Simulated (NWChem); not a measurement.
System: C$_{4}$H$_{8}$O; SMILES CC(OC)=C

The following NWChem deck was run.

```
start job
memory heap 200 mb stack 900 mb global 1100 mb
geometry units angstroms noautosym nocenter noautoz
  C      1.441599    -0.454632     0.000000
  C      0.098964    -0.475529     0.000000
  C     -0.726973    -1.720290     0.000000
  O     -0.698516     0.615089     0.000000
  C     -0.095767     1.877512     0.000000
  H      1.990410    -1.396287     0.000000
  H      2.024470     0.466539     0.000000
  H     -1.381824    -1.740731     0.885381
  H     -1.381824    -1.740731    -0.885381
  H     -0.097035    -2.618099     0.000000
  H     -0.905133     2.619110     0.000000
  H      0.532431     2.028397    -0.896208
  H      0.532431     2.028397     0.896208
end
basis spherical
  C library 6-31g*
  O library 6-31g*
  H library 6-31g*
end
dft
  xc hfexch
  iterations 150
  mulliken
end
task dft energy
esp
  recalculate
  probe 0.07
  range 0.3
  factor 1.0
  spacing 0.02
end
task esp
```

Parts of the log:

```
             Northwest Computational Chemistry Package (NWChem) 7.3.0
             --------------------------------------------------------

                             Geometry "geometry" -> ""
                             -------------------------

 Output coordinates in angstroms (scale by  1.889725989 to convert to a.u.)

  No.       Tag          Charge          X              Y              Z
 ---- ---------------- ---------- -------------- -------------- --------------
    1 C                    6.0000     1.44159900    -0.45463200     0.00000000
    2 C                    6.0000     0.09896400    -0.47552900     0.00000000
    3 C                    6.0000    -0.72697300    -1.72029000     0.00000000
    4 O                    8.0000    -0.69851600     0.61508900     0.00000000
    5 C                    6.0000    -0.09576700     1.87751200     0.00000000
    6 H                    1.0000     1.99041000    -1.39628700     0.00000000
    7 H                    1.0000     2.02447000     0.46653900     0.00000000
    8 H                    1.0000    -1.38182400    -1.74073100     0.88538100
    9 H                    1.0000    -1.38182400    -1.74073100    -0.88538100
   10 H                    1.0000    -0.09703500    -2.61809900     0.00000000
   11 H                    1.0000    -0.90513300     2.61911000     0.00000000
   12 H                    1.0000     0.53243100     2.02839700    -0.89620800
   13 H                    1.0000     0.53243100     2.02839700     0.89620800

 Effective nuclear repulsion energy (a.u.)     180.4961413585

  xc_inp: hfexch multiplicative factor not found.

                                 NWChem DFT Module
                                 -----------------

 Summary of "ao basis" -> "ao basis" (spherical)
 ------------------------------------------------------------------------------
       Tag                 Description            Shells   Functions and Types
 ---------------- ------------------------------  ------  ---------------------
 C                           6-31g*                  6       14   3s2p1d
 O                           6-31g*                  6       14   3s2p1d
 H                           6-31g*                  2        2   2s

            General Information
            -------------------
          SCF calculation type: DFT
          Wavefunction type:  closed shell.
          No. of atoms     :    13
          No. of electrons :    40
           Alpha electrons :    20
            Beta electrons :    20
          Charge           :     0
          Spin multiplicity:     1
          Use of symmetry is: off; symmetry adaption is: off
          Maximum number of iterations: 150
          AO basis - number of functions:    86
                     number of shells:    46
          Convergence on energy requested:  1.00D-06
          Convergence on density requested:  1.00D-05
          Convergence on gradient requested:  5.00D-04

              XC Information
              --------------
                     Hartree-Fock (Exact) Exchange  1.000

      Superposition of Atomic Density Guess
      -------------------------------------

 Sum of atomic energies:        -229.38122914

      Non-variational initial energy
      ------------------------------

 Total energy =    -232.457666
 1-e energy   =    -666.981247
 2-e energy   =     254.027440
 HOMO         =      -0.255589
 LUMO         =       0.072678

     ---------------------------------------------
      Total Density - Mulliken Population Analysis
     ---------------------------------------------

    Atom       Charge   Shell Charges
 -----------   ------   -------------------------------------------------------
    1 C    6     6.77   2.00  0.74  2.09  0.62  1.30  0.03
    2 C    6     5.39   2.00  0.70  1.66  0.40  0.56  0.07
    3 C    6     6.72   2.00  0.72  2.06  0.67  1.24  0.03
    4 O    8     8.62   2.00  0.92  2.98  0.91  1.79  0.03
    5 C    6     6.25   2.00  0.70  1.85  0.63  1.02  0.06
    6 H    1     0.76   0.46  0.31
    7 H    1     0.77   0.46  0.31
    8 H    1     0.76   0.46  0.30
    9 H    1     0.76   0.46  0.30
   10 H    1     0.76   0.46  0.30
   11 H    1     0.80   0.48  0.32
   12 H    1     0.81   0.48  0.33
   13 H    1     0.81   0.48  0.33

   convergence    iter        energy       DeltaE   RMS-Dens  Diis-err
 ---------------- ----- ----------------- --------- --------- ---------
 d= 0,ls=0.0,diis     1   -230.8892496287 -4.11D+02  5.22D-03  4.21D-01
 d= 0,ls=0.0,diis     2   -230.9478038128 -5.86D-02  1.83D-03  5.20D-02
 d= 0,ls=0.0,diis     3   -230.9540451101 -6.24D-03  8.36D-04  7.08D-03
 d= 0,ls=0.0,diis     4   -230.9550437598 -9.99D-04  1.52D-04  1.72D-04
 d= 0,ls=0.0,diis     5   -230.9550750164 -3.13D-05  6.61D-05  1.91D-05
  Resetting Diis
 d= 0,ls=0.0,diis     6   -230.9550798772 -4.86D-06  2.70D-05  1.62D-06
 d= 0,ls=0.0,diis     7   -230.9550805752 -6.98D-07  7.67D-06  2.90D-07

         Total DFT energy =     -230.955080575159
      One electron energy =     -670.647883903652
           Coulomb energy =      291.021714385004
    Exchange-Corr. energy =      -31.825052415034
 Nuclear repulsion energy =      180.496141358522

 Numeric. integr. density =        0.000000000000

                       DFT Final Molecular Orbital Analysis
                       ------------------------------------

 Vector   18  Occ=2.000000D+00  E=-4.894764D-01
              MO Center= -1.9D-01,  5.4D-01,  1.8D-15, r^2= 3.0D+00
   Bfn.  Coefficient  Atom+Function         Bfn.  Coefficient  Atom+Function
  ----- ------------  ---------------      ----- ------------  ---------------
    45      0.383885   4 O  px               49      0.310432   4 O  px
    59     -0.254937   5 C  px               17     -0.250789   2 C  px
     3      0.215094   1 C  px               48     -0.153340   4 O  s
    31      0.132639   3 C  px               32      0.130867   3 C  py
    81      0.129892  11 H  s                63     -0.120515   5 C  px

 Vector   19  Occ=2.000000D+00  E=-4.787271D-01
              MO Center= -2.7D-01,  7.5D-01,  2.5D-15, r^2= 3.0D+00
   Bfn.  Coefficient  Atom+Function         Bfn.  Coefficient  Atom+Function
  ----- ------------  ---------------      ----- ------------  ---------------
    47      0.412437   4 O  pz               51      0.330313   4 O  pz
    61     -0.275740   5 C  pz               83      0.173673  12 H  s
    85     -0.173673  13 H  s                33     -0.168556   3 C  pz
    84      0.168877  12 H  s                86     -0.168877  13 H  s
    19      0.145954   2 C  pz               65     -0.138313   5 C  pz

 Vector   20  Occ=2.000000D+00  E=-3.285239D-01
              MO Center=  7.1D-01, -3.4D-01,  6.3D-16, r^2= 2.1D+00
   Bfn.  Coefficient  Atom+Function         Bfn.  Coefficient  Atom+Function
  ----- ------------  ---------------      ----- ------------  ---------------
     5      0.394752   1 C  pz                9      0.366479   1 C  pz
    19      0.294267   2 C  pz               47     -0.262697   4 O  pz
    51     -0.246228   4 O  pz               23      0.218689   2 C  pz
    76     -0.105225   8 H  s                78      0.105225   9 H  s
    84     -0.087225  12 H  s                86      0.087225  13 H  s

 Vector   21  Occ=0.000000D+00  E= 2.069324D-01
              MO Center=  4.3D-01, -6.0D-01,  3.2D-14, r^2= 2.9D+00
   Bfn.  Coefficient  Atom+Function         Bfn.  Coefficient  Atom+Function
  ----- ------------  ---------------      ----- ------------  ---------------
     9      0.662395   1 C  pz               23     -0.665335   2 C  pz
    76      0.473673   8 H  s                78     -0.473673   9 H  s
    19     -0.414607   2 C  pz                5      0.303771   1 C  pz
    37     -0.264387   3 C  pz               51      0.223889   4 O  pz
    47      0.153674   4 O  pz               84      0.111869  12 H  s

 Vector   22  Occ=0.000000D+00  E= 2.450712D-01
              MO Center=  4.2D-01,  5.9D-01,  5.2D-14, r^2= 7.6D+00
   Bfn.  Coefficient  Atom+Function         Bfn.  Coefficient  Atom+Function
  ----- ------------  ---------------      ----- ------------  ---------------
    62      1.665768   5 C  s                34      1.135381   3 C  s
    84     -0.846694  12 H  s                86     -0.846694  13 H  s
    82     -0.758824  11 H  s                 6      0.734193   1 C  s
    74     -0.686345   7 H  s                72     -0.621002   6 H  s
    80     -0.577791  10 H  s                76     -0.515187   8 H  s

 Vector   23  Occ=0.000000D+00  E= 2.625648D-01
              MO Center=  2.7D-01, -4.9D-01,  1.6D-13, r^2= 8.3D+00
   Bfn.  Coefficient  Atom+Function         Bfn.  Coefficient  Atom+Function
  ----- ------------  ---------------      ----- ------------  ---------------
    34      1.610261   3 C  s                62     -1.570199   5 C  s
    80     -1.214192  10 H  s                72     -0.786195   6 H  s
    84      0.721944  12 H  s                86      0.721944  13 H  s
     8     -0.676142   1 C  py               74      0.512792   7 H  s
    36     -0.507039   3 C  py               76     -0.498310   8 H  s

     ---------------------------------------------
      Total Density - Mulliken Population Analysis
     ---------------------------------------------

    Atom       Charge   Shell Charges
 -----------   ------   -------------------------------------------------------
    1 C    6     6.54   2.00  0.65  2.01  0.61  1.24  0.04
    2 C    6     5.51   2.00  0.68  1.89  0.37  0.49  0.09
    3 C    6     6.53   2.00  0.65  2.07  0.69  1.09  0.05
    4 O    8     8.66   2.00  0.88  2.91  0.99  1.84  0.03
    5 C    6     6.17   2.00  0.65  1.98  0.60  0.87  0.08
    6 H    1     0.82   0.52  0.30
    7 H    1     0.82   0.52  0.30
    8 H    1     0.81   0.52  0.30
    9 H    1     0.81   0.52  0.30
   10 H    1     0.82   0.52  0.30
   11 H    1     0.82   0.53  0.29
   12 H    1     0.84   0.53  0.31
   13 H    1     0.84   0.53  0.31

     -------------------------------------------
      Total Density - Lowdin Population Analysis
     -------------------------------------------

    Atom       Charge   Shell Charges
 -----------   ------   -------------------------------------------------------
    1 C    6     6.40   1.99  0.54  1.86  0.44  1.50  0.07
    2 C    6     5.89   1.99  0.51  1.72  0.36  1.12  0.19
    3 C    6     6.35   1.99  0.54  1.88  0.44  1.42  0.08
    4 O    8     8.24   1.99  0.82  2.79  0.63  1.93  0.07
    5 C    6     6.17   1.99  0.54  1.80  0.44  1.27  0.14
    6 H    1     0.86   0.49  0.37
    7 H    1     0.87   0.49  0.38
    8 H    1     0.86   0.49  0.37
    9 H    1     0.86   0.49  0.37
   10 H    1     0.87   0.50  0.37
   11 H    1     0.87   0.51  0.36
   12 H    1     0.89   0.51  0.38
   13 H    1     0.89   0.51  0.38

     Multipole analysis of the density
     ---------------------------------

     L   x y z        total         alpha         beta         nuclear
     -   - - -        -----         -----         ----         -------
     0   0 0 0     -0.000000    -20.000000    -20.000000     40.000000

     1   1 0 0      0.140859      0.039499      0.039499      0.061862
     1   0 1 0      0.197682      0.165290      0.165290     -0.132899
     1   0 0 1     -0.000000     -0.000000     -0.000000      0.000000

     2   2 0 0    -24.340361    -70.971514    -70.971514    117.602666
     2   1 1 0      0.796642     -2.801906     -2.801906      6.400454
     2   1 0 1      0.000000      0.000000      0.000000      0.000000
     2   0 2 0    -19.925323   -143.343363   -143.343363    266.761402
     2   0 1 1      0.000000      0.000000      0.000000      0.000000
     2   0 0 2    -24.842432    -18.088810    -18.088810     11.335189

                     NWChem Electrostatic Potential Fit Module
                     -----------------------------------------

 Atom parameters

 Number of atoms is                                   13
 Number of basis functions is                         86

 Grid parameters

 Maximum number of grid points is                  45717
 Number of grid points is                          45716
 Grid range                                     0.300000 nm
 Grid spacing                                   0.020000 nm
 Probe radius                                   0.070000 nm
 Atom radius factor                             1.000000

 Atomic radii

    1    0.100000
    6    0.147000
    8    0.136000
 FASTESP  F
  using M.O. file = ./job.movecs

    Atom              Coordinates                           Charge

                                                  ESP

    1 C     0.144160   -0.045463    0.000000   -0.762882
    2 C     0.009896   -0.047553    0.000000    0.570710
    3 C    -0.072697   -0.172029    0.000000   -0.279813
    4 O    -0.069852    0.061509    0.000000   -0.455789
    5 C    -0.009577    0.187751    0.000000    0.283967
    6 H     0.199041   -0.139629    0.000000    0.206856
    7 H     0.202447    0.046654    0.000000    0.229581
    8 H    -0.138182   -0.174073    0.088538    0.076596
    9 H    -0.138182   -0.174073   -0.088538    0.076750
   10 H    -0.009704   -0.261810    0.000000    0.080168
   11 H    -0.090513    0.261911    0.000000    0.003587
   12 H     0.053243    0.202840   -0.089621   -0.014665
   13 H     0.053243    0.202840    0.089621   -0.015066
                                            ------------
                                                0.000000

 Dipole moment                                  0.253267

 Quadrupole moment Qxx                         -5.149548
                   Qyy                          9.552120
                   Qzz                         -4.402572

 RMS deviation kJ/mol                           0.062294

 RRMS %                                        46.880687
```

Level: Hartree-Fock/6-31G* (spherical d). All runs use the structure optimised with PBE0/def2-SVP. Not confirmed as a minimum by frequencies.
